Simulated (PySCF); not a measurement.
MgI2, SMILES [I][Mg][I].

Geometry optimised at B3LYP-D3(BJ)/def2-TZVP. The def2 effective core potentials stand for the cores of I; spin–orbit coupling is left out.

Calculation: C-PCM-ωB97X/def2-SVP in PySCF.

The values are the electrostatic part of the solvation free energy, E(continuum) − E(gas) at the gas-phase geometry, in a cavity of scaled van der Waals radii (PySCF's table); cavitation and dispersion terms are not included. A continuum can't describe solvent molecules that bind to the metal. In vacuum the orbital gap is 9.70 eV. The dipole moment in vacuum is 0.00 D.

| solvent | ε | ΔG(elec) (kcal/mol) | dipole (D) | gap (eV) |
|---|---|---|---|---|
| water | 78.36 | -14.2 | 0.00 | 10.37 |
| acetone | 20.49 | -13.5 | 0.00 | 10.33 |
| diethylether | 4.24 | -10.3 | 0.00 | 10.18 |
